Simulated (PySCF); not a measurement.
This PySCF input asks for the NMR shieldings of `CC1=NN=C(C(C)C)N=C1`, C7H11N3; the geometry comes from GFN2-xTB.

```python
import basis_set_exchange as bse
import numpy as np
from pyscf import gto, dft
from pyscf.prop import nmr

atoms = """
C     3.742416   -0.208129   -0.377678
C     2.262281   -0.070797   -0.275879
C     1.515057   -0.635040    0.770600
N     0.211878   -0.490354    0.821694
C    -0.341805    0.217969   -0.171953
C    -1.827672    0.409203   -0.154736
C    -2.227130    1.157007    1.117651
C    -2.515050   -0.954635   -0.227133
N     0.339220    0.758675   -1.165522
N     1.633321    0.615036   -1.217273
H     4.018275   -1.259844   -0.440105
H     4.220461    0.214544    0.504909
H     4.094416    0.311463   -1.264182
H     1.979703   -1.205179    1.566526
H    -2.091167    1.004783   -1.033352
H    -1.739862    2.128728    1.155933
H    -1.930640    0.583639    1.992438
H    -3.303346    1.307383    1.141370
H    -2.230822   -1.475212   -1.138910
H    -2.223585   -1.561832    0.626276
H    -3.594867   -0.830463   -0.220779
"""
names = dict.fromkeys(["C", "N", "H"], "pcSseg-1")
basis = {el: gto.basis.parse(bse.get_basis(n, elements=[el], fmt="nwchem")) for el, n in names.items()}
mol = gto.M(atom=atoms, basis=basis, charge=0, verbose=0)
mf = dft.RKS(mol, xc="PBE0")
mf.grids.level = 2
mf.grids.alignment = dft.numint.BLKSIZE   # the property module wants whole blocks of grid points
mf.conv_tol = 1e-9
mf.kernel()

calc = nmr.RKS(mf)   # GIAO
C = mf.mo_coeff
Co = C[:, mf.mo_occ > 0]
resp = mf.gen_response(singlet=True, hermi=2)
def vind(x):   # induced exchange potential for any number of trial vectors
    d = np.einsum("pi,xij,qj->xpq", C, 2 * x.reshape(-1, C.shape[1], Co.shape[1]), Co, optimize=True)
    return np.einsum("xpq,pi,qj->xij", resp(d - d.transpose(0, 2, 1)), C, Co, optimize=True).ravel()
mo1, _ = nmr.rhf.solve_mo1(calc, with_cphf=vind)
sigma = calc.kernel(mo1)
for i, s in enumerate(sigma):   # ppm
    print("%2d %-2s %9.2f" % (i, mol.atom_pure_symbol(i), np.trace(s) / 3))
```

Q: What does it print?

A: 
```
 0 C     164.82
 1 C      24.42
 2 C      32.90
 3 N     -56.19
 4 C       8.72
 5 C     146.54
 6 C     162.16
 7 C     162.18
 8 N    -160.93
 9 N    -214.89
10 H      28.93
11 H      28.93
12 H      28.60
13 H      23.10
14 H      28.01
15 H      30.39
16 H      30.04
17 H      30.40
18 H      30.39
19 H      30.04
20 H      30.40
```

These numbers come from an equivalent density-fitted implementation of the same equations, which agrees with the script to about 0.01 ppm for H and up to a few tenths of a ppm for heavy atoms, so last digits may differ.

Q: Turn these shieldings into chemical shifts. δ = σ(ref) − σ, references computed at the same level: $^{13}$C (σref 186.93), $^{1}$H (σref 31.72) against TMS; $^{15}$N (σref 267.73) vs NH3.

A: Averaging equivalent atoms: C 4: 178.2; C 1: 162.5; C 2: 154.0; C 5: 40.4; C 6/7: 24.8; C 0: 22.1; N 9: 482.6; N 8: 428.7; N 3: 323.9; H 13: 8.62; H 14: 3.70; H 10/11/12: 2.89; H 15/16/17/18/19/20: 1.44 ppm. Experimental scales use liquid or dissolved standards, which lie at an offset from isolated NH3 (liquid NH3: subtract about 20 ppm). Unscaled 15N shifts of sp2 nitrogen come out 20 to 40 ppm too high even then.

Size and cost of the density-fitted run: 225 basis functions, 49 s wall time on 1 thread of an Arm Neoverse V1, shared host; peak memory 0.93 GiB.
